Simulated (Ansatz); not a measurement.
Relaxation of F4H6NOSiTa (14 atoms, charge 0, multiplicity 1), to a largest force component of 0.03 eV/Å in at most 50 steps.

These are results of RKS PBE/def2-SVP (Ansatz), not measurements.

```xyz
14
Properties=species:S:1:pos:R:3
Ta -0.315 -0.401 0.418
O 2.705 0.176 -0.487
H 3.010 0.850 0.151
F 0.273 0.432 2.026
F -0.342 -1.331 -1.231
F -0.291 1.262 -0.471
F -2.037 -0.843 0.985
N 1.066 -1.886 0.994
H 1.165 -2.665 0.330
Si 1.839 -2.125 2.568
H 2.544 -3.453 2.535
H 2.854 -1.052 2.864
H 0.819 -2.127 3.667
H 2.714 -0.658 0.053
```

Task: Where does it end, and by what steps?

Result: The forces met the threshold. The force dipped under the threshold on the way, but the program's further checks kept it going. After 21 steps the energy has fallen by 0.646 eV; H3 moved furthest, 0.82 Å. Joined: Ta1–O2 (3.21 → 2.31 Å).

```csv
step,energy less start (eV),largest force component (eV/Å),accepted
0,0.0000,1.496,yes
1,-0.1672,1.235,yes
2,-0.2971,1.114,yes
3,-0.4580,1.193,yes
4,-0.5276,1.341,yes
5,-0.5684,0.733,yes
6,-0.5655,1.247,no
7,-0.5928,0.406,yes
8,-0.6084,0.402,yes
9,-0.6145,0.470,yes
10,-0.6273,0.444,yes
11,-0.6359,0.128,yes
12,-0.6387,0.153,yes
13,-0.6421,0.069,yes
14,-0.6431,0.024,yes
15,-0.6439,0.056,yes
16,-0.6447,0.078,yes
17,-0.6452,0.077,yes
18,-0.6457,0.094,yes
19,-0.6460,0.083,yes
20,-0.6463,0.032,yes
21,-0.6464,0.007,yes
```

```xyz
14
Properties=species:S:1:pos:R:3
Ta -0.032 -0.432 0.328
O 2.189 0.060 -0.081
H 2.302 1.020 -0.234
F 0.416 0.355 2.021
F -0.006 -1.327 -1.348
F 0.007 1.309 -0.501
F -1.870 -0.646 0.658
N 0.830 -2.088 1.106
H 0.902 -2.892 0.468
Si 1.859 -2.221 2.531
H 2.430 -3.610 2.603
H 3.035 -1.264 2.397
H 1.146 -1.886 3.806
H 2.794 -0.197 0.648
```

Whether the end is a true minimum wasn't checked by a vibrational analysis.

The run took 62 s on 4 threads of Arm Neoverse V2 (shared host), peak memory 0.26 GiB.
